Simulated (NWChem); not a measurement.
Correlation energy of GeS

```xyz
2

Ge     0.0000     0.0000     0.6727
S      0.0000     0.0000    -1.3454
```
Charge 0, spin multiplicity 1.

The numbers come from NWChem runs, not from measurements. All single points use one geometry, from PBE0/def2-SVP, a minimum by its harmonic frequencies.

Basis set: def2-SVP. Each correlation energy counts from its own Hartree-Fock reference.

| method | correlation energy (mHa) | difference from CCSD(T) |
|---|---|---|
| MP2 | -332.0 | +23.8 |
| SCS-MP2 | -311.8 | +44.0 |
| CR-CCSD[T] | -353.7 | +2.1 |
| CR-CCSD(T) | -352.1 | +3.6 |
| CCSD | -340.1 | +15.7 |
| CCSD+T(CCSD) | -357.7 | -2.0 |
| CCSD(T) | -355.8 | 0.0 |

The values span 45.9 mHa, from CCSD+T(CCSD) (lowest) to SCS-MP2 (highest). 

The Hamiltonian is non-relativistic. The correlated methods keep 14 core orbitals frozen. The structure started from a generated list of species. Coupled-cluster values serve here as a point of comparison, not as the truth.
